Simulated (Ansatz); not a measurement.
Ansatz (a quantum-chemistry and plane-wave program) input (B2PLYP/def2-TZVPD):

Ansatz 0.2 input:
```yaml
crystal:
  periodic: [false, false, false]
  atoms:
    - {symbol: Si, position_ang: [0.01458948, -0.10204905, 0.17795141]}
    - {symbol: C, position_ang: [1.68152303, 0.29302716, -0.71270673]}
    - {symbol: C, position_ang: [-0.96097203, -0.99010557, -1.23189254]}
    - {symbol: C, position_ang: [-0.83827144, 1.60006066, 0.31210008]}
    - {symbol: N, position_ang: [0.06375699, -0.80761167, 1.67145448]}
    - {symbol: H, position_ang: [1.54422533, 0.81970775, -1.66565652]}
    - {symbol: H, position_ang: [2.23265216, -0.63124417, -0.91982927]}
    - {symbol: H, position_ang: [2.31409386, 0.91210387, -0.06874108]}
    - {symbol: H, position_ang: [-0.99031897, -0.41100666, -2.16363264]}
    - {symbol: H, position_ang: [-1.99148056, -1.17858063, -0.91468140]}
    - {symbol: H, position_ang: [-0.50656460, -1.96134266, -1.45801853]}
    - {symbol: H, position_ang: [-1.85398943, 1.48327587, 0.70113614]}
    - {symbol: H, position_ang: [-0.89770346, 2.11336894, -0.65401616]}
    - {symbol: H, position_ang: [-0.29090086, 2.24227449, 1.00824490]}
    - {symbol: H, position_ang: [0.49575748, -1.72448189, 1.73868866]}
basis:
  gaussian:
    orbitals: def2-TZVPD
hamiltonian:
  xc: {name: B2PLYP}
total_charge: -1
magnetization: {spin_polarized: false}
correlation: {electrons: outside_noble_gas}
```

Output:

```
Functional definition: B2PLYP
integrals: 0.90 GiB planned
1946 factors; integrals over basis functions are off by at most 1.3e-3 eV
mean field: 1.96 GiB planned
mean field evaluation 1: about -12620.9920 eV, gradient 6.3e1 eV
mean field evaluation 2: about -12621.0197 eV, gradient 6.4e1 eV
mean field evaluation 4: about -12628.9782 eV, gradient 1.8e1 eV
mean field evaluation 8: about -12629.7352 eV, gradient 9.4e-1 eV
mean field evaluation 16: about -12629.7381 eV, gradient 1.9e-4 eV
mean field -12629.73810145 eV, -464.1343144845 hartree, gradient 3.7e-6 eV, S^2 0.000000; 0 other end points of the search recorded, 0 dependent functions left out
9 core orbitals not correlated
reference -12629.73832733 eV, -464.1343227853 hartree; 16, 16 occupied and 256, 256 virtual orbitals, 1946 factors
second order -29.23245289 eV of doubles, -0.00000000 eV of singles
Total energy: -12637.63108961 eV, -464.4243764493 hartree
```

It need not be the lowest isomer of its formula. Whether it binds its extra electron was not tested at this geometry.
